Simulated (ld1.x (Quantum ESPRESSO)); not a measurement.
carbon: one change to an RRKJ potential, before and after

ld1.x (Quantum ESPRESSO) 7.5 input, shortened:

```
&input
   title='C', zed=6., rel=1, dft='PBESOL', iswitch=3,
   config='[He] 2s2 2p2 3d-2'
 /
 &inputp
   pseudotype=2, tm=.false., lloc=1,
   nlcc=.true., new_core_ps=.true., rcore=0.80
 /
3
2S  1  0   2.00   0.00  0.95  0.95  0.0
3D  3  2  -2.00   0.15  1.20  1.20  0.0
2P  2  1   2.00   0.00  1.40  1.40  0.0
 &test
   configts(1)='2s2 2p2'
 /
```

Change: all radii but the core radius scaled by about 1.26 (s 1.20, p 1.76, d 1.52 bohr).

Cutoffs: the cutoffs (Ry, on a coarse ladder) from which the occupation-weighted sum of valence levels, in a spherical-Bessel basis at the reference potential, stays within 10 and 1 mRy of its value at 400 Ry; they do not see the model core or the augmentation charge, which bear on the density cutoff. Errors are all-electron minus pseudo energies relative to the spin-unpolarised reference configuration.

What does the change do?

The potential gets harder (45 Ry and 60 Ry → 50 Ry and 70 Ry); of the 7 tests that both files solve, the error grows in 4 and shrinks in 1 by more than 15 % and 0.3 meV (median size 2.5 → 5.8 meV); neither file shows a bound ghost.

```csv
quantity,base,changed
"cutoff, loose",45 Ry,50 Ry
"cutoff, tight",60 Ry,70 Ry
loose cutoff by channel (10 mRy a level),"s 35 Ry, p 40 Ry","s 40 Ry, p 30 Ry"
bound ghosts,none,none
"error for 2s2 2p1, meV [ΔE 10.79 eV]",+3.1,+5.8
"error for 2s2 2p0, meV [ΔE 34.81 eV]",+59,+119
"error for 2s1 2p0, meV [ΔE 82.77 eV]",+197,+341
"error for 2s2 2p1.5, meV [ΔE 3.93 eV]",+0.1,0.0
"error for 2s1 2p3, meV [ΔE 8.43 eV]",+2.5,+0.3
"error for 2s1 2p2, meV [ΔE 19.50 eV]",-1.5,-17
"error for 2s2 2p2.3, meV [ΔE -1.14 eV]",0.0,-0.2
```
